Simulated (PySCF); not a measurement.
Excitations are Tamm–Dancoff values on a coarser integration grid. The basis has no diffuse functions, so Rydberg states are missing or too high.

Cartesian coordinates (Å):
```xyz
18

C     -2.2339    -0.9266    -0.7510
O     -0.8742    -1.2854    -0.7157
Ge     0.3121    -0.1167    -0.0068
Si     0.2414     1.9421    -1.2362
Si    -0.2297     0.2772     2.2965
Si     2.3969    -1.2412    -0.2595
H     -2.4196    -0.0123    -1.3519
H     -2.7979    -1.7529    -1.2143
H     -2.6577    -0.7532     0.2598
H      1.3529     2.8184    -0.7512
H     -1.0534     2.6618    -1.0284
H      0.4240     1.6855    -2.6976
H      0.8472     1.1256     2.8952
H     -1.5326     0.9975     2.4368
H     -0.3072    -1.0136     3.0459
H      3.4779    -0.3732     0.3009
H      2.6752    -1.4956    -1.7044
H      2.3785    -2.5373     0.4820
```
Charge 0, spin multiplicity 1.

Estimate the dipole moment, S1–T1 gap (TDA) and HOMO–LUMO gap that r2SCAN-D4/def2-TZVP // r2SCAN-D4/def2-SVP run with PySCF returns for this input.


- dipole moment: 0.77 D
- S1–T1 gap (TDA): 0.45 eV
- HOMO–LUMO gap: 4.69 eV
